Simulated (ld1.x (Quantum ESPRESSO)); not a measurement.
# Pseudopotential generation for zirconium: ultrasoft, LDA (PZ), scalar-relativistic.

Input for ld1.x (Quantum ESPRESSO) 7.5:

```
&input
   title='Zr', zed=40., rel=1, dft='PZ', iswitch=3,
   config='[Kr] 4d2 5s0 5p0',
   nld=3, rlderiv=4.25, eminld=-3.0, emaxld=5.0, deld=0.02
 /
 &inputp
   pseudotype=3, tm=.true., lloc=-1, rcloc=2.20,
   nlcc=.true.,
   which_augfun='PSQ', rmatch_augfun=2.20,
   file_pseudopw='Zr.UPF', file_wfcaegen='ae.wfc', file_wfcncgen='nc.wfc', file_beta='beta', file_chi='chi', file_wfcusgen='us.wfc'
 /
6
5S  1  0   0.00   0.00  2.05  2.75  0.0
5S  1  0   0.00   3.45  2.05  2.75  0.0
5P  2  1   0.00   0.00  2.90  3.90  0.0
5P  2  1   0.00   4.50  2.90  3.90  0.0
4D  3  2   2.00   0.00  1.90  2.25  0.0
4D  3  2   0.00   0.60  1.90  2.25  0.0
 &test
   configts(1)='4d2 5s0 5p0'
 /
```

Command:

```bash
ld1.x < Zr.in > Zr.out
```

Resulting log (shortened: banner, matrices, multipoles, cross overlaps and the repeated all-electron block are left out):

```
Program LD1 v.7.5
     --------------------------- All-electron run ----------------------------

     Zr
     scalar relativistic calculation

     atomic number is 40.00
     dft =PZ   lsd =0 sic =0 latt =0  beta=0.20 tr2=1.0E-14
     Exchange-correlation= PZ
                           (   1   1   0   0   0   0   0)
     mesh =1225 r(mesh) = 100.59681 a.u. xmin = -7.00 dx = 0.01250
     1 Ry =  13.60569312 eV, c = 137.03599908

     n l     nl                  e(Ry)          e(Ha)          e(eV)
     1 0     1S 1( 2.00)     -1309.3019      -654.6510    -17813.9600
     2 0     2S 1( 2.00)      -182.3859       -91.1930     -2481.4867
     2 1     2P 1( 6.00)      -162.8915       -81.4457     -2216.2517
     3 0     3S 1( 2.00)       -30.7461       -15.3731      -418.3224
     3 1     3P 1( 6.00)       -24.3959       -12.1979      -331.9228
     4 0     4S 1( 2.00)        -5.0791        -2.5395       -69.1045
     4 1     4P 1( 6.00)        -3.4584        -1.7292       -47.0543
     3 2     3D 1(10.00)       -13.9368        -6.9684      -189.6194
     4 2     4D 1( 2.00)        -1.2872        -0.6436       -17.5131
     5 0     5S 1( 0.00)        -1.1961        -0.5981       -16.2741
     5 1     5P 1( 0.00)        -0.8633        -0.4317       -11.7460

     final scf error:  9.1E-15 reached in  26 iterations

     Etot =   -7187.679100 Ry,   -3593.839550 Ha,  -97793.356098 eV

     Ekin =    7388.346816 Ry,    3694.173408 Ha,  100523.579469 eV
     Encl =  -17274.468193 Ry,   -8637.234096 Ha, -235031.113096 eV
     Eh   =    2917.568775 Ry,    1458.784388 Ha,   39695.545420 eV
     Exc  =    -219.126498 Ry,    -109.563249 Ha,   -2981.367891 eV

     normalization and overlap integrals

     s(1S/1S) =  1.000000  <r> =   0.0371  <r2> =    0.0019  r(max) =   0.0241
     s(2S/2S) =  1.000000  <r> =   0.1628  <r2> =    0.0312  r(max) =   0.1368
     s(2P/2P) =  1.000000  <r> =   0.1418  <r2> =    0.0246  r(max) =   0.1093
     s(3S/3S) =  1.000000  <r> =   0.4594  <r2> =    0.2420  r(max) =   0.4111
     s(3P/3P) =  1.000000  <r> =   0.4628  <r2> =    0.2497  r(max) =   0.4010
     s(4S/4S) =  1.000000  <r> =   1.2106  <r2> =    1.6632  r(max) =   1.0764
     s(4P/4P) =  1.000000  <r> =   1.3630  <r2> =    2.1312  r(max) =   1.1748
     s(3D/3D) =  1.000000  <r> =   0.4528  <r2> =    0.2481  r(max) =   0.3451
     s(4D/4D) =  1.000000  <r> =   2.0088  <r2> =    4.7990  r(max) =   1.5662
     s(5S/5S) =  1.000000  <r> =   3.1452  <r2> =   11.0959  r(max) =   2.8183
     s(5P/5P) =  1.000000  <r> =   3.7537  <r2> =   15.8459  r(max) =   3.3572

     ------------------------ End of All-electron run ------------------------

     --------------------- Generating US pseudopotential ---------------------

      Generating local potential from pseudized AE potential:
      Matching radius rcloc =   2.2000

      Local pseudo, rcloc= 2.195 Estimated cut-off energy=     4.83 Ry

      Computing core charge for nlcc:

       r > 2.04 : true rho core
       r < 2.04 : rho core = a sin(br)/r    a=   2.08  b=   1.33

      Integrated core pseudo-charge :   4.06
      Wfc-us  5S rcutus= 2.749  Estimated cut-off energy=     5.79 Ry
      Wfc-us  5S rcutus= 2.749  Estimated cut-off energy=    13.64 Ry
      Wfc-us  5P rcutus= 3.901  Estimated cut-off energy=     5.13 Ry
      Wfc-us  5P rcutus= 3.901  Estimated cut-off energy=     8.65 Ry
      Wfc-us  4D rcutus= 2.250  Estimated cut-off energy=    22.71 Ry
      Wfc-us  4D rcutus= 2.250  Estimated cut-off energy=    38.50 Ry

     Q pseudized with Bessel functions
     Expected ecutrho=      90.8140 due to l1=  2   l2=  2

     ------------------- End of pseudopotential generation -------------------

     Computing logarithmic derivative in   4.23080
     Computing logarithmic derivative in   4.23080
     Computing the partial wave expansion
     R is outside the sphere for l=    0 j= 0.00
     R is outside the sphere for l=    0 j= 0.00
     R is outside the sphere for l=    1 j= 0.00
     R is outside the sphere for l=    1 j= 0.00
     R is outside the sphere for l=    2 j= 0.00
     R is outside the sphere for l=    2 j= 0.00

     ---------------------- Testing the pseudopotential ----------------------

     Zr
     scalar relativistic calculation

     atomic number is 40.00   valence charge is  4.00
     dft =PZ   lsd =0 sic =0 latt =0  beta=0.20 tr2=1.0E-14
     mesh =1225 r(mesh) = 100.59681 xmin = -7.00 dx = 0.01250

     n l     nl             e AE (Ry)        e PS (Ry)    De AE-PS (Ry)
     3 2     4D   1( 2.00)       -1.28719       -1.28719        0.00000
     1 0     5S   1( 0.00)       -1.19612       -1.19612        0.00000
     2 1     5P   1( 0.00)       -0.86332       -0.86332        0.00000

     eps = 4.8E-17  iter =  3

     Etot =   -7187.679100 Ry,   -3593.839550 Ha,  -97793.356098 eV
     Etotps =    -7.373945 Ry,      -3.686972 Ha,    -100.327628 eV

     Ekin =       4.919549 Ry,       2.459774 Ha,      66.933872 eV
     Encl =     -10.185194 Ry,      -5.092597 Ha,    -138.576629 eV
     Ehrt =       1.845267 Ry,       0.922633 Ha,      25.106133 eV
     Ecxc =      -4.731887 Ry,      -2.365943 Ha,     -64.380597 eV
     (Ecc =      -3.054448 Ry,      -1.527224 Ha,     -41.557886 eV)
     Epseu=       0.778321 Ry,       0.389160 Ha,      10.589593 eV

     ---------------------- End of pseudopotential test ----------------------
```

Note: ghost state, extra bound levels that the all-electron valence spectrum of the same l lacks: s at -36.0 eV. A true bound ghost makes a file unfit for plane-wave use.

Generation and configuration tests took about 0.76 s on one core of a shared server CPU.

Transferability test of the new file with ld1.x, input:

```
&input
   title='Zr', zed=40., rel=1, dft='PZ', iswitch=2,
   config='[Kr] 4d2 5s0 5p0'
 /
 &test
   file_pseudo='Zr.UPF', nconf=10,
   configts(1)='4d2 5s0 5p0',
   configts(2)='4d2 5s2 5p0',
   configts(3)='4d2 5s1 5p0',
   configts(4)='4d1 5s0 5p0',
   configts(5)='4d3 5s0 5p0',
   configts(6)='4d2.5 5s1.5 5p0',
   configts(7)='4d1 5s2 5p0',
   configts(8)='4d2 5s1.5 5p0',
   configts(9)='4d2 5s0 5p0', lsdts(9)=1,
   configts(10)='4d2 5s2 5p0', lsdts(10)=1
 /
```

```bash
ld1.x < Zr.test.in > Zr.test.out
```

Pseudopotential blocks of its output, shortened (energy terms left out):

```
     ---------------------- Testing the pseudopotential ----------------------

     n l     nl             e AE (Ry)        e PS (Ry)    De AE-PS (Ry)
     3 2     4D   1( 2.00)       -1.28719       -1.28719        0.00000
     1 0     5S   1( 0.00)       -1.19612       -1.19612        0.00000
     2 1     5P   1( 0.00)       -0.86332       -0.86332        0.00000

     eps = 4.8E-17  iter =  3

     Etot =   -7187.679100 Ry,   -3593.839550 Ha,  -97793.356098 eV
     Etotps =    -7.373945 Ry,      -3.686972 Ha,    -100.327628 eV

     ---------------------- End of pseudopotential test ----------------------
```

The test run then stopped with an error in chargeps: “negative rho”.
